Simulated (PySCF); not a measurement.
Si(All)(H)2(OH) (C3H8OSi), SMILES C=CC[SiH2]O.

Geometry: PBE-D3(BJ)/def2-SVP. The values are those of a single conformer.

Level of theory: PBE-D3(BJ)/def2-SVP in PySCF.

Frequencies are harmonic and unscaled.

Give all harmonic wavenumbers and intensities. (An estimate is asked for; the answer gives what the named calculation found.)


```tsv
mode	ν (cm⁻¹)	IR (km/mol)	moving atoms (share of kinetic energy)
1	40	3.0	C 40 %, O 32 %, H 25 %
2	87	3.0	C 38 %, H 37 %, Si 18 %
3	167	0.8	H 39 %, C 29 %, O 26 %
4	241	88.5	H 84 %
5	309	35.7	H 41 %, O 21 %, C 20 %, Si 18 %
6	397	3.0	H 52 %, C 47 %
7	528	20.8	H 81 %, Si 13 %
8	575	31.8	C 39 %, H 38 %, Si 22 %
9	676	12.8	H 73 %, C 24 %
10	693	56.6	H 76 %, C 16 %
11	793	33.0	H 56 %, C 25 %, O 10 %, Si 9 %
12	818	63.6	O 40 %, H 40 %, Si 13 %
13	876	79.4	H 78 %, C 12 %
14	879	85.5	H 78 %, C 15 %
15	889	216.2	H 75 %, Si 14 %
16	914	27.1	H 67 %, C 25 %
17	927	52.7	H 63 %, C 21 %, Si 12 %
18	992	17.9	H 91 %, C 9 %
19	1017	21.0	H 72 %, C 26 %
20	1113	32.0	H 66 %, C 33 %
21	1166	16.9	H 62 %, C 38 %
22	1267	1.1	H 81 %, C 19 %
23	1358	6.0	H 90 %, C 10 %
24	1388	5.8	H 83 %, C 17 %
25	1659	23.0	C 88 %, H 12 %
26	2135	123.1	H 97 %
27	2185	150.7	H 97 %
28	2974	7.5	H 95 %
29	3038	1.8	H 91 %, C 9 %
30	3062	16.0	H 93 %
31	3071	2.3	H 93 %
32	3169	8.6	H 89 %, C 11 %
33	3758	55.8	H 94 %
```
